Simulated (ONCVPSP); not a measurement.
## Logarithmic derivatives: fluorine, ONCV

* Element: fluorine (F)
* Generator: ONCVPSP 4.0.1
* Type: optimised norm-conserving Vanderbilt (ONCV)
* Functional: PBEsol
* Relativity: non-relativistic
* Frozen core: none
* Valence charge: 9
* Reference configuration: 1s2 2s2 2p5
* Partial waves: 1s+2s: rc 0.40 bohr, ncon 4, nbas 7, qcut 36.3 1/bohr, 2 projectors; 2p: rc 1.35 bohr, ncon 3, nbas 7, qcut 8.8 1/bohr, 1 projector
* Local potential: polynomial inside 0.30 bohr (lpopt 3, dvloc0 0 Ha)
* Core correction: none

The phase is arctan(r·R′/R) of the radial function R(r), unwrapped; energies in Ha, scanned from -12 to 5 Ha. A pole is an energy at which the radial function vanishes at the test radius. The pseudo phase is shifted by a multiple of π to meet the all-electron one at the reference energy, and phase errors are pseudo minus all-electron; the curves can meet again beyond the range given. Levels narrower than the energy grid can be missing from the lists of poles.

```tsv
channel	radius (bohr)	reference energy (Ha)	poles, all-electron	poles, pseudo	unbroken range about the reference energy with phases within 0.05 rad	phase error 1 Ha above the reference energy (rad)
s	0.41	-1.09	none	none	the whole range	+0.000
p	1.37	-0.41	0.48	0.51	below 1.8	+0.009
```

Phases in the p channel:

```csv
E (Ha),all-electron,pseudo
-11.96,1.393,1.393
-11.08,1.385,1.384
-10.20,1.375,1.375
-9.32,1.364,1.363
-8.44,1.351,1.350
-7.56,1.334,1.334
-6.68,1.314,1.314
-5.80,1.288,1.288
-4.92,1.254,1.253
-4.04,1.203,1.203
-3.16,1.119,1.121
-2.28,0.949,0.953
-1.40,0.410,0.420
-0.52,-0.988,-0.988
0.36,-1.531,-1.525
1.24,-1.773,-1.750
2.12,-2.048,-1.970
3.00,-2.699,-2.408
3.88,-3.819,-3.540
4.76,-4.291,-4.307
```
